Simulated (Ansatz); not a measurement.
Gas-phase electronic energies from Ansatz, PBE0-D4/def2-TZVP geometries. CBS: MP2 limit from def2 TZ/QZ plus the TZ coupled-cluster correction, frozen cores. This one scheme is used for every species. DFT in def2-TZVPP. B3LYP here is the variant with VWN-RPA as its local correlation; programs differ in this. HSE06 is defined as in plane-wave codes. For Ge outer-core shells are correlated without core-valence functions, which leaves a few kJ/mol of doubt a bond. Scalar relativity is left out up to krypton.

Reaction (formal exchange of groups at the Si–C bond): `C#C[SiH](F)Cl` + GeH₄ → `F[SiH](Cl)[GeH3]` + `C#C`

`C#C[SiH](F)Cl`:

```xyz
7

C     1.479    1.007   -0.876
C     0.578    0.426   -0.325
Si   -0.805   -0.420    0.472
F    -0.612   -0.350    2.044
Cl   -0.820   -2.374   -0.084
H     2.279    1.519   -1.362
H    -2.099    0.192    0.132
```

GeH₄:

```xyz
5

Ge    0.000    0.000    0.000
H    -1.116    1.047   -0.100
H     1.316    0.690    0.383
H     0.166   -0.702   -1.354
H    -0.365   -1.036    1.072
```

`F[SiH](Cl)[GeH3]`:

Cartesian coordinates in Å:
```
F 1.669 -0.454 -1.470
Si 0.939 0.513 -0.430
Cl 0.269 2.151 -1.459
Ge -0.909 -0.619 0.546
H 1.964 0.982 0.529
H -0.430 -1.878 1.285
H -1.908 -1.015 -0.549
H -1.595 0.321 1.548
```

`C#C`:

Cartesian coordinates in Å:
```
C -0.573 0.087 -0.147
C 0.573 -0.087 0.147
H -1.594 0.242 -0.410
H 1.594 -0.242 0.410
```

| level | ΔE (kJ/mol) |
| --- | --- |
| HSE06-D4 | 25.5 |
| ωB97X-V | 30.2 |
| B3LYP | 31.7 |
| HF/def2-QZVPP | 43.6 |

Task: What does CCSD(T)/CBS give? (An estimate is asked.)

Result: Ansatz gave: +31.1 kJ/mol. The listed levels differ from it by -5.6, -0.9, 0.6, 12.5 kJ/mol.

Largest T1 diagnostic among the species: 0.013.

From PBE to PBE0 (25 % exact exchange), in def2-TZVPP and without D4, ΔE moves by +3.0 kJ/mol. At CCSD(T), def2-SVP lies +8.4 kJ/mol from the extrapolated value and def2-TZVPP +3.8 kJ/mol.
